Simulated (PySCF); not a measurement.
PySCF 2.14.0 with density-fitted response routines calculation with shielding tensors at PBE0/pcSseg-1 (GIAO) and coordinates at the GFN2-xTB level; isolated molecule, one averaged value for each set of equivalent atoms, a single conformation, non-relativistic Hamiltonian.

Referencing at the same level of theory: TMS for 1H (31.72 ppm), 13C (186.93 ppm). Acid and N–H amide carbonyl carbons lie up to 10 ppm further downfield in solution (hydrogen bonding). Shifts are as computed. Against solution values, carbons near 30 ppm lie about +3 ppm off and those near 130 ppm about +5 ppm. Of 1211 compounds with measured shifts, 218 miss one by over three times the rms of a fit or turn the order of signals round; such compounds aren't used in these exercises. OH and NH positions are gas-phase values without hydrogen bonding to other molecules.

**Question.** Order these molecules by the shift of their most deshielded carbon, lowest δ first.
A. C=NCc1cnoc1[SiH3]
B. C=COC=C
C. C1=CCOC1
D. [SiH3]O[SiH2]C#C[SiH2]Cl
E. O=C(O)/C=C(/CCF)[SiH2]O
F. O[SiH]1OCCCO1

**Answer.** F (67.0 ppm, sp3 CH2 bonded to O), D (119.9 ppm, alkyne carbon), C (134.2 ppm, alkene CH), B (157.8 ppm, alkene carbon bearing oxygen), A (173.4 ppm, substituted aromatic carbon next to the ring oxygen), E (188.8 ppm, β carbon of a C=C–C=O unit).

**Question.** Order these molecules by the shift of their most shielded carbon-bound hydrogen, lowest δ first.
A. C=COC=C
B. C1=CCOC1
C. O[SiH]1OCCCO1
D. C1=COCC1

**Answer.** C (1.22 ppm, hydrogen on an sp3 CH2 in a ring), D (2.87 ppm, hydrogen on an allylic sp3 CH2), A (4.39 ppm, hydrogen on a β carbon of an enol-ether or enamine type C=C), B (5.07 ppm, hydrogen on an allylic sp3 CH2 bonded to O).

**Question.** How many 13C and 1H signals does each give (equivalence by symmetry and fast rotation, but not about amide C–N or C=N bonds)? `C=NCc1cnoc1[SiH3]`, `[SiH3]O[SiH2]C#C[SiH2]Cl`, `C1=CCOC1`, `C=COC=C`, `O[SiH]1OCCCO1`, `C1=COCC1`, `O=C(O)/C=C(/CCF)[SiH2]O`

**Answer.** C=NCc1cnoc1[SiH3]: 5 C, 5 H; [SiH3]O[SiH2]C#C[SiH2]Cl: 2 C, 3 H; C1=CCOC1: 2 C, 2 H; C=COC=C: 2 C, 3 H; O[SiH]1OCCCO1: 2 C, 6 H; C1=COCC1: 4 C, 4 H; O=C(O)/C=C(/CCF)[SiH2]O: 5 C, 6 H.
